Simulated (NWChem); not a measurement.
**Basis-set convergence for H$_{4}$Sn**

SMILES: [SnH4]
```xyz
5

Sn     0.0000     0.0000     0.0000
H      1.3970     0.0000     0.9878
H     -1.3970     0.0000     0.9878
H      0.0000    -1.3970    -0.9878
H      0.0000     1.3970    -0.9878
```
Charge 0, spin multiplicity 1.

The numbers come from NWChem runs, not from measurements. Structure: optimised with PBE0/def2-SVP with def2 effective core potentials on Sn, a minimum by its harmonic frequencies.

Quantity: vertical ionisation energy at the level ΔMP2 (Δ: difference of total energies, the cation a doublet at the parent's geometry with its hole in an orbital of symmetry a1 (C2v labels); it is the state that the SCF runs reached, from PBE0 orbitals for Hartree-Fock references, and need not be the lowest).

Effective core potentials replace the inner electrons of Sn; spin-orbit coupling is left out. The correlated methods keep 4 core orbitals frozen. The structure started from a generated list of species. No SCF solution was tested for a lower state. Open-shell Hartree-Fock references start from PBE0 orbitals; any time given for them includes that run.

Costs are rough ratios of processor time within this set of runs, SCF included, with def2-SVP as 1.

| basis | functions | vertical ionisation energy (eV) | relative cost |
|---|---|---|---|
| def2-SVP | 46 | 11.76 | 1 |
| def2-SVPD | 64 | … | under 3 |
| def2-TZVP | 74 | 11.76 | under 3 |
| def2-TZVPD | 92 | … | under 3 |
| def2-TZVPP | 106 | … | 4 |

### Question
What belongs in the gaps?

### Answer

- def2-SVPD, vertical ionisation energy (eV): 11.81
- def2-TZVPD, vertical ionisation energy (eV): 11.78
- def2-TZVPP, vertical ionisation energy (eV): 11.85
